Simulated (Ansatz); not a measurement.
Cost and result for the atomization energy of `CO[SiH](O)[SiH2]O` (14 atoms, 13 bonds).

```xyz
14

C     0.949   -1.969    0.077
O     0.774   -0.880    0.956
Si   -0.530    0.118    0.907
O    -0.571    1.002    2.287
Si   -0.367    1.674   -0.840
O    -0.039    0.751   -2.182
H     1.163   -1.627   -0.940
H     1.792   -2.562    0.435
H     0.059   -2.609    0.049
H    -1.742   -0.751    0.777
H    -0.633    0.530    3.119
H    -1.628    2.451   -1.027
H     0.720    2.667   -0.598
H     0.054    1.206   -3.020
```

Total charge 0; spin multiplicity 1. The structure was optimised at the PBE0-D4/def2-TZVP level. It is one conformer, not always the lowest. Program: Ansatz. All runs use 2 threads of an AMD EPYC 7R13 on a shared host and a share of an NVIDIA H100 80 GB. Times are those of one run each, without the atoms' runs, and a repeat can differ threefold. Electronic energies, without spin–orbit coupling; frozen cores. CCSD(T)/CBS adds CCSD(T) − MP2 in def2-TZVPP to the MP2 limit, and its time is that of the two runs behind it. T1 = 0.012. B3LYP takes the VWN-RPA correlation (the form of Gaussian; ORCA's B3LYP/G).

CCSD(T)/CBS is a level of theory with its own doubt, some kJ/mol a heavy atom from the limit and from the frozen cores, so smaller differences don't rank the functionals.

| level | functions | wall time |
| --- | --- | --- |
| PBE-D4/def2-TZVPP (with forces) | 320 | 2 s |
| r2SCAN-D4/def2-TZVPP (with forces) | 320 | 2.1 s |
| PBE0-D4/def2-TZVPP | 320 | 2.1 s |
| B3LYP-D4/def2-TZVPP (with forces) | 320 | 2.3 s |
| B2PLYP/def2-TZVPP | 320 | 2.3 s |
| ωB97M-V/def2-TZVPP (with forces) | 320 | 2.9 s |
| ωB97X-V/def2-TZVPP | 320 | 3 s |
| MP2/def2-QZVPP | 608 | 4.3 s |
| CCSD(T)/def2-TZVPP | 320 | 4.9 s |
| CCSD(T)/CBS(def2) | – | 9.2 s |

**Question.** What atomization energy does each give, and how far from CCSD(T)/CBS? (Estimate.)

**Answer.** Ansatz gave: 
```tsv
level	atomization (kcal/mol)	difference from CCSD(T)/CBS	per bond
PBE-D4/def2-TZVPP (with forces)	1240.1	4.0	0.3
r2SCAN-D4/def2-TZVPP (with forces)	1230.6	-5.5	-0.4
PBE0-D4/def2-TZVPP	1218.0	-18.1	-1.4
B3LYP-D4/def2-TZVPP (with forces)	1226.9	-9.2	-0.7
B2PLYP/def2-TZVPP	1215.4	-20.7	-1.6
ωB97M-V/def2-TZVPP (with forces)	1232.7	-3.4	-0.3
ωB97X-V/def2-TZVPP	1235.4	-0.7	-0.1
MP2/def2-QZVPP	1242.4	6.3	0.5
CCSD(T)/def2-TZVPP	1199.7	-36.4	-2.8
CCSD(T)/CBS(def2)	1236.1	0.0	0.0
```

From PBE to PBE0 (25 % exact exchange), in def2-TZVPP and without D4, the atomization energy moves by −21.1 kcal/mol: exact exchange takes away binding that semilocal exchange gives to molecules. In def2-TZVPP, CCSD(T) changes the Hartree–Fock value by +311.4 kcal/mol (the triples alone add +16.6 kcal/mol) and MP2 by +332.2 kcal/mol; breaking electron pairs costs correlation energy, which Hartree–Fock lacks. The D4 term adds +11.7 kcal/mol with B3LYP and +6.2 kcal/mol with PBE0; it sums over pairs of atoms, weighted by their polarisabilities, and B3LYP, whose exchange is more repulsive, gets the larger term.
